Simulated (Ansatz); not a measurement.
`C[SiH2]N[SiH2]Cl` + `CN[SiH3]` → `CN([SiH3])[SiH2]Cl` + `C[SiH2]N`  (ligand exchange at the Si–N bond)

Calculated with Ansatz (gas phase, PBE0-D4/def2-TZVP geometries, no zero-point term in ΔE). CCSD(T)/CBS is the MP2 limit (def2-TZVPP, def2-QZVPP) plus CCSD(T) − MP2 in def2-TZVPP, frozen cores. DFT in def2-TZVPP. HSE06 is defined as in plane-wave codes. Each species was taken in one conformer, which may not be the lowest.

`C[SiH2]N[SiH2]Cl`:

Z-matrix (Å, degrees):
```
C
Si 1 1.863
H 1 1.093 2 111.1
H 1 1.094 2 110.7 3 -119.8
H 1 1.093 2 110.6 3 120.0
N 2 1.739 1 113.1 3 -61.0
H 2 1.489 1 109.5 3 60.3
H 2 1.486 1 110.3 3 -179.0
Si 6 1.705 2 127.1 1 -95.3
H 6 1.011 2 116.0 1 69.3
Cl 9 2.070 6 113.1 2 78.8
H 9 1.480 6 109.7 2 -163.1
H 9 1.477 6 109.3 2 -38.8
```

`CN[SiH3]`:

Z-matrix (Å, degrees):
```
C
N 1 1.447
H 1 1.093 2 109.5
H 1 1.094 2 110.9 3 -117.8
H 1 1.098 2 113.8 3 120.2
Si 2 1.716 1 123.0 3 -36.9
H 2 1.007 1 113.6 3 170.5
H 6 1.486 2 107.4 1 175.3
H 6 1.488 2 108.6 1 55.3
H 6 1.496 2 115.3 1 -64.3
```

`CN([SiH3])[SiH2]Cl`:

Cartesian coordinates in Å:
```
C -0.449 -0.224 1.429
N -0.129 -0.087 0.007
Si 0.984 -1.246 -0.644
Si -0.636 1.329 -0.801
Cl 0.457 2.996 -0.254
H -0.646 -1.271 1.680
H -1.349 0.345 1.677
H 0.362 0.135 2.070
H 0.430 -2.615 -0.457
H 1.168 -0.952 -2.086
H 2.298 -1.195 0.053
H -0.458 1.148 -2.256
H -2.033 1.638 -0.417
```

`C[SiH2]N`:

Z-matrix (Å, degrees):
```
C
Si 1 1.871
H 1 1.093 2 111.2
H 1 1.094 2 110.5 3 119.8
H 1 1.093 2 111.2 3 -120.4
N 2 1.720 1 116.4 3 60.2
H 2 1.489 1 108.4 3 -179.4
H 2 1.489 1 108.4 3 -60.3
H 6 1.007 2 120.7 1 73.7
H 6 1.007 2 120.7 1 -73.5
```

Question: Is it downhill or uphill in electronic energy at CCSD(T)/CBS, and by how much? (Best estimate.)

Answer: Computed: Nearly level: ΔE = +1.6 kJ/mol.

Question: What do these levels give: PBE-D4, revPBE-D4, r2SCAN-D4, HSE06-D4, B2PLYP, PBE-QIDH, BLYP, BHLYP, RPA@PBE/def2-TZVPP, MP2/def2-SVP, MP2/def2-TZVPP, MP2/CBS(def2)? (An estimate is asked.)

Answer: The calculation gave: PBE-D4 3.1, revPBE-D4 2.0, r2SCAN-D4 3.6, HSE06-D4 3.9, B2PLYP 4.2, PBE-QIDH 3.1, BLYP 7.1, BHLYP 7.1, RPA@PBE/def2-TZVPP 1.8, MP2/def2-SVP 4.7, MP2/def2-TZVPP 0.0, MP2/CBS(def2) 0.0 kJ/mol.

Largest T1 diagnostic among the species: 0.010.

Leaving LDA and LC-ωPBE aside and taking each functional with its dispersion term where it has one, the values, not all of them listed here, spread over 2.6 kJ/mol, from revPBE-D4 to B97M-V. LDA lies −3.5 kJ/mol from PBE without D4. At CCSD(T), def2-SVP lies +4.0 kJ/mol from the extrapolated value and def2-TZVPP −0.0 kJ/mol.
